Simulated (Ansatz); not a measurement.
Start from `C#CSS` and change one atom or group to get `C#CS[SiH3]`.

Ansatz, PBE0-D4/def2-TZVP geometries, multiplicity 1. Each molecule was computed in one conformer, which needn't be the lowest.

```
                                        property  `C#CSS`
             LUMO energy (B3LYP/def2-TZVPP) / eV    -1.78
  zero-point energy (PBE0-D4/def2-TZVP) / kJ/mol     77.5
  size of the dipole moment (PBE/def2-TZVPP) / D     1.04
           LUMO energy (ωB97M-V/def2-TZVPP) / eV     0.52
               HOMO energy (PBE/def2-TZVPP) / eV    -5.90
size of the dipole moment (B3LYP/def2-TZVPP) / D     1.05
```

**Question.** Give the same properties after the change, and the shifts. (An estimate is asked.)

**Answer.** Ansatz gave: 
```tsv
property	`C#CS[SiH3]`	shift
LUMO energy (B3LYP/def2-TZVPP) / eV	-0.53	1.25
zero-point energy (PBE0-D4/def2-TZVP) / kJ/mol	119.3	41.8
size of the dipole moment (PBE/def2-TZVPP) / D	1.08	0.04
LUMO energy (ωB97M-V/def2-TZVPP) / eV	1.48	0.96
HOMO energy (PBE/def2-TZVPP) / eV	-5.86	0.04
size of the dipole moment (B3LYP/def2-TZVPP) / D	1.13	0.08
```

With PBE0 the HOMO rises by 0.06 eV and the LUMO rises by 1.25 eV, so the gap widens by about 1.19 eV. PBE moves the HOMO by 0.04 eV and ωB97M-V by 0.04 eV. The zero-point energy changes by 41.8 kJ/mol with +6 modes. Dipoles are sizes alone; their direction can turn.

B3LYP here is the variant with VWN-RPA as its local correlation; programs differ in this.
